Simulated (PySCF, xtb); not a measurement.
C2H4Cl2Si2. Atoms are numbered in the order given.

```xyz
10

Si     3.7040    -0.0298     0.5796
C      1.8685    -0.1179     0.4650
C      0.6485    -0.1726     0.3822
Si    -1.1650    -0.2666     0.2803
Cl    -1.9302     1.6383     0.2567
Cl    -1.6852    -1.2315    -1.4556
H      4.2220     0.7552    -0.5759
H      4.2558    -1.4137     0.5470
H      4.0754     0.6373     1.8594
H     -1.7379    -1.0010     1.4290
```

The structure is a stationary point at PBE0-D3(BJ)/def2-SVP. This is a generated structure with no PubChem entry under its InChIKey; it may be hypothetical.

Level of theory: IEF-PCM-B3LYP/def2-SVP (PySCF).

The values are the electrostatic part of the solvation free energy, E(continuum) − E(gas) at the gas-phase geometry, in a cavity of scaled van der Waals radii (PySCF's table); cavitation and dispersion terms are not included. In vacuum the orbital gap is 6.90 eV. The dipole moment in vacuum is 1.74 D.

```json
[
 {"solvent": "water", "ε": "78.36", "ΔG(elec) (kcal/mol)": "-1.5", "dipole (D)": "2.17", "gap (eV)": "6.94"},
 {"solvent": "chloroform", "ε": "4.71", "ΔG(elec) (kcal/mol)": "-1.0", "dipole (D)": "2.06", "gap (eV)": "6.93"},
 {"solvent": "cyclohexanone", "ε": "15.62", "ΔG(elec) (kcal/mol)": "-1.4", "dipole (D)": "2.14", "gap (eV)": "6.94"}
]
```

For comparison, GFN2-xTB/ALPB(water) (xtb, at the GFN2-xTB geometry, all terms of that model) gives -0.3 kcal/mol.
